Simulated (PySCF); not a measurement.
Compound: C3H6ClFSi.
Geometry (PBE0-D3(BJ)/def2-SVP, Å), atoms numbered from 1 in this order:
```
atom  x, y, z in Å
F1     1.4698    0.2271    2.2743
Si2    1.0441   -0.1615    0.7550
C3     0.3226    1.1565   -0.3721
C4    -0.6796    0.0626   -0.8316
C5    -0.6852   -0.8428    0.4254
Cl6   -1.0087   -2.5679    0.1564
H7     2.1440   -0.9816    0.1820
H8     0.9258    1.6214   -1.1634
H9    -0.1815    1.9506    0.2009
H10   -0.2670   -0.5075   -1.6796
H11   -1.6744    0.4258   -1.1330
H12   -1.4141   -0.4743    1.1636
```

Theory: PBE0-D3(BJ)/def2-SVP geometry optimisation, gas phase in PySCF 2.14.0.

Masses are those of the commonest isotopes; rigid-rotor values at the optimised geometry. The values belong to one conformer with, in the numbering `[F:1][Si@@H:2]1[CH2:3][CH2:4][C@H:5]1[Cl:6]`, F1–Si2–C3–C4 -138°, Si2–C3–C4–C5 26°, C3–C4–C5–Cl6 -151°, F1–Si2–C5–C4 139°.

Q: What are A, B and C (MHz)?

A: Ia = 141.22, Ib = 321.42, Ic = 427.84 u·Å²; 505379 MHz·u·Å²/I gives A = 3579, B = 1572, C = 1181 MHz.

Q: What kind of rotor is it?

A: An asymmetric top; Ray's κ = -0.674.

Q: Is it planar, by Δ = Ic − Ia − Ib?

A: Not planar: Δ = Ic − Ia − Ib = -34.80 u·Å². For a rigid frame Δ = −2 Σ m c², so Σ m c² = 17.40 u·Å² lies off the ab plane: 8.73 from hydrogen and 8.67 from heavier atoms. The atom farthest from that plane is 1.81 Å away.

Q: Predict some low-J microwave lines.

A: The dipole components are |μa| = 0.80 D, |μb| = 2.00 D, |μc| = 0.07 D. Intensities carry the squares of the components, which stand as 0.16 : 1.00 : 0.00 (a : b : c). Some of the stronger lines:

| type | branch | J(Ka,Kc) | MHz | lower level (cm⁻¹) |
| --- | --- | --- | --- | --- |
| a | Q | 1(1,0) ← 1(1,1) | 391 | 0.159 |
| a | Q | 2(1,1) ← 2(1,2) | 1173 | 0.329 |
| b | Q | 1(1,0) ← 1(0,1) | 2397 | 0.092 |
| a | R | 1(0,1) ← 0(0,0) | 2754 | 0.000 |
| b | Q | 2(1,1) ← 2(0,2) | 2840 | 0.274 |
| b | R | 2(0,2) ← 1(1,1) | 3449 | 0.159 |
| b | R | 1(1,1) ← 0(0,0) | 4760 | 0.000 |
| a | R | 2(1,2) ← 1(1,1) | 5116 | 0.159 |
| a | R | 2(0,2) ← 1(0,1) | 5455 | 0.092 |
| a | R | 2(1,1) ← 1(1,0) | 5898 | 0.172 |
| b | Q | 2(2,0) ← 2(1,1) | 6071 | 0.369 |
| b | R | 2(1,2) ← 1(0,1) | 7122 | 0.092 |
| b | Q | 2(2,1) ← 2(1,2) | 7192 | 0.329 |
| b | R | 2(2,1) ← 1(1,0) | 11917 | 0.172 |
| b | R | 2(2,0) ← 1(1,1) | 12360 | 0.159 |

Q: Estimate the classical rotational partition function at 25 K, 200 K and 298.15 K.

A: Point group C1, symmetry number σ = 1; q = (√π/σ)·√((kT/h)³/(ABC)), k/h = 20836.6 MHz/K: 8170 at 25 K, 185000 at 200 K, 337000 at 298.15 K.

No frequency check. Zero-point vibration and centrifugal distortion are left out. Quadrupole hyperfine structure (35Cl) is left out.

Time: 88 s wall; peak memory 0.49 GiB. Hardware: an Arm Neoverse V1 with one thread (shared host). These figures are those of the optimisation.
